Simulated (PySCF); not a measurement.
Compound: C3H6BF3.
SMILES with atom numbers: `[CH3:1][BH:2][CH2:3][C:4]([F:5])([F:6])[F:7]` (hydrogens: H8, H9, H10 on C1; H11 on B2; H12, H13 on C3)

Computed by this run: PBE0-D3(BJ)/def2-SVP geometry optimisation, gas phase in PySCF 2.14.0; density fitting, grid level 1; the optimiser is geomeTRIC in internal coordinates, started from a GFN2-xTB structure with every atom displaced at random (about 0.01 Å).

Step 4: E = -12014.9145 eV
```
atom  x, y, z in Å  |  force x, y, z in eV/Å
C1      2.0813   -0.3555   -0.0882   -0.011   0.018   0.028
B2      0.5396   -0.5763   -0.1580   -0.006  -0.008  -0.021
C3     -0.4754    0.5882    0.1435    0.019   0.001   0.021
C4     -1.9326    0.2518    0.0297   -0.006  -0.020   0.008
F5     -2.7174    1.2867    0.3623    0.005  -0.011  -0.021
F6     -2.2677   -0.7669    0.8320   -0.007   0.017   0.005
F7     -2.2584   -0.1026   -1.2199   -0.008  -0.001   0.018
H8      2.4140    0.6828    0.0556    0.004   0.001  -0.002
H9      2.4572   -0.9591    0.7605    0.003   0.000  -0.005
H10     2.5831   -0.7836   -0.9719   -0.003  -0.003  -0.014
H11     0.1192   -1.6817   -0.4173   -0.001  -0.005  -0.010
H12    -0.2817    0.9553    1.1674    0.006   0.002  -0.005
H13    -0.2583    1.4475   -0.5137    0.005   0.007  -0.003
```

Step 5: E = -12014.9153 eV
```
atom  x, y, z in Å  |  force x, y, z in eV/Å
C1      2.0772   -0.3515   -0.0824   -0.001  -0.066   0.011
B2      0.5377   -0.5818   -0.1662    0.007   0.031  -0.010
C3     -0.4758    0.5810    0.1448    0.108   0.042   0.003
C4     -1.9312    0.2520    0.0345   -0.072   0.040  -0.015
F5     -2.7105    1.3023    0.3368    0.024  -0.061  -0.030
F6     -2.2722   -0.7411    0.8630   -0.053  -0.028   0.031
F7     -2.2558   -0.1330   -1.2067   -0.019   0.005   0.039
H8      2.4039    0.6843    0.0853    0.005   0.020  -0.008
H9      2.4564   -0.9729    0.7520   -0.001   0.002  -0.013
H10     2.5792   -0.7593   -0.9763    0.012   0.017   0.002
H11     0.1249   -1.6836   -0.4526   -0.009   0.005   0.002
H12    -0.2749    0.9527    1.1654   -0.006  -0.004  -0.002
H13    -0.2559    1.4375   -0.5157    0.005  -0.001  -0.010
```

Step 6: E = -12014.9161 eV
```
atom  x, y, z in Å  |  force x, y, z in eV/Å
C1      2.0795   -0.3529   -0.0764   -0.011  -0.056   0.001
B2      0.5395   -0.5759   -0.1752   -0.002  -0.009  -0.008
C3     -0.4784    0.5803    0.1454    0.151   0.059   0.006
C4     -1.9338    0.2498    0.0408   -0.075   0.063  -0.042
F5     -2.7118    1.3113    0.3066    0.035  -0.076  -0.016
F6     -2.2788   -0.7155    0.8992   -0.051  -0.033   0.033
F7     -2.2562   -0.1728   -1.1885   -0.018   0.008   0.034
H8      2.4088    0.6769    0.1209    0.009   0.021  -0.008
H9      2.4564   -0.9994    0.7398   -0.010   0.003  -0.012
H10     2.5814   -0.7368   -0.9815    0.007   0.024   0.013
H11     0.1298   -1.6708   -0.4913   -0.016   0.001   0.007
H12    -0.2735    0.9584    1.1624   -0.011   0.001   0.003
H13    -0.2600    1.4338   -0.5203   -0.010  -0.005  -0.011
```

Task: Estimate the geometry and energy of step 7. (The exact step hangs on the optimiser's Hessian estimate; all steps are aligned on step 6, rigid shifts and turns removed.)

Result: E = -12014.9168 eV, largest force 0.064 eV/Å
```
atom  x, y, z in Å  |  force x, y, z in eV/Å
C1      2.0799   -0.3545   -0.0724   -0.002  -0.025  -0.008
B2      0.5402   -0.5746   -0.1825   -0.001  -0.015   0.001
C3     -0.4764    0.5807    0.1434    0.058   0.028   0.000
C4     -1.9346    0.2490    0.0444   -0.024   0.038  -0.020
F5     -2.7112    1.3137    0.2936    0.018  -0.023  -0.005
F6     -2.2816   -0.7018    0.9190   -0.017  -0.030   0.022
F7     -2.2598   -0.1936   -1.1766   -0.001   0.010   0.010
H8      2.4075    0.6726    0.1433    0.002   0.006  -0.002
H9      2.4536   -1.0147    0.7336   -0.006  -0.001  -0.004
H10     2.5876   -0.7198   -0.9819    0.001   0.011   0.010
H11     0.1289   -1.6648   -0.5128   -0.010   0.002   0.005
H12    -0.2695    0.9629    1.1584   -0.007   0.004  -0.001
H13    -0.2615    1.4314   -0.5273   -0.009  -0.005  -0.009
```

The energy changes by -0.0008 eV. The first-order estimate −F·Δx gives -0.0012 eV and the mean of the old and new forces, exact on a quadratic surface, -0.0007 eV. The step makes an angle of 85° with the force vector and moves no atom by more than 0.024 Å.

What follows is the cost of the whole optimisation. Time: 1.8 min wall; peak memory 0.49 GiB. Hardware: one thread of an Arm Neoverse V2 (shared host).
